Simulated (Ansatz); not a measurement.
Total energies of the cluster AgF2⁻ (the lowest singlet isomer of a short search) from Ansatz at PBE-D4/def2-TZVPD, gas phase (1 Eh = 27.2114 eV = 2625.5 kJ/mol). The reference geometry is relaxed at r2SCAN-D4/def2-TZVPD.

```tsv
atom	x (Å)	y (Å)	z (Å)
Ag1	0.0000	-0.0001	0.0001
F2	-1.6256	-1.1087	-0.4002
F3	1.6256	1.1088	0.4001
```

| state | geometry | energy (Eh) |
| --- | --- | --- |
| charge -1 singlet | reference | -346.70967 |
| charge 0 doublet | reference | -346.54933 |
| charge -1 triplet | relaxed at r2SCAN-D4/def2-TZVPD | -346.59900 |
| charge -1 quintet | relaxed at r2SCAN-D4/def2-TZVPD | -346.36053 |

In the def2 sets Ag takes a core potential; there is no spin–orbit coupling.

Question: Work out the vertical ionisation energy to the doublet.

Answer: E(charge 0 doublet) − E(charge -1 singlet) = -346.54933 − (-346.70967) = 0.16034 Eh = 4.36 eV. For comparison, −ε of the highest occupied level is 0.79 eV at this level, 3.57 eV less.

Question: Which of the charge -1 states is lowest, and how far above it are the others?

Answer: The singlet. triplet: -346.59900 − (-346.70967) = 0.11067 Eh = 290.6 kJ/mol; quintet: -346.36053 − (-346.70967) = 0.34914 Eh = 916.7 kJ/mol.

At PBE-D4/def2-TZVPD the gap within one spin of the charge 0 doublet nearly closes, so an electron or hole may be smeared out by delocalisation error. At PBE-D4/def2-TZVPD the highest occupied level of the charge -1 triplet lies above zero (up to 0.81 eV). It is a level of α spin, whose loss leaves a doublet; that state wasn't run at this geometry and level. The electron is either unbound and held by the finite basis, or the level is raised by self-interaction error. At PBE-D4/def2-TZVPD the highest occupied level of the charge -1 quintet lies above zero (up to 2.49 eV). It is a level of α spin, whose loss leaves a quartet; that state wasn't run at this geometry and level. The electron is either unbound and held by the finite basis, or the level is raised by self-interaction error. 

The structure comes from a short search, and lower isomers may exist.
